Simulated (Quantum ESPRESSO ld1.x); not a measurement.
Q: Radial electron density D(r) = 4 pi r^2 rho(r) of an atom or ion with 27 electrons. Calculated with ld1.x of Quantum ESPRESSO 7.5: scalar-relativistic Kohn-Sham, exchange-only LDA, spin-unpolarised, spherical densities, point nucleus.

```
   r/bohr * D(r) (the largest magnitude, 36.1, reaches the edge; | marks zero)
 0.007972 |          *
  0.01063 |                *
  0.01418 |                        *
  0.01907 |                                 *
  0.02543 |                                          *
  0.03392 |                                                *
   0.0456 |                                                *
  0.06082 |                                           *
  0.08177 |                                      *
   0.1091 |                                          *
   0.1455 |                                                   *
   0.1956 |                                                      *
   0.2608 |                                         *
   0.3479 |                        *
   0.4677 |                      *
   0.6239 |                           *
   0.8321 |                       *
    1.119 |            *
    1.492 |     *
     1.99 |  *
    2.676 | *
    3.569 |*
     4.76 *
    6.399 *
    8.535 *
    11.38 *
```

What is the nuclear charge?

A: Z = 27. The innermost maximum, from 1s, lies near gamma/Z bohr with gamma = sqrt(1 - (Z/c)^2) = 0.980, here 0.0363 bohr (found: 0.0392), and its height grows with Z. The density is that of neutral cobalt in [Ar] 3d7 4s2; the configuration itself is not fixed sharply by these data, and Z only to about a unit. D(r) has 3 maxima, at r = 0.0392, 0.179, 0.655 bohr, and minima at 0.0851, 0.418 bohr, inside which lie 2.11, 10.72 electrons.
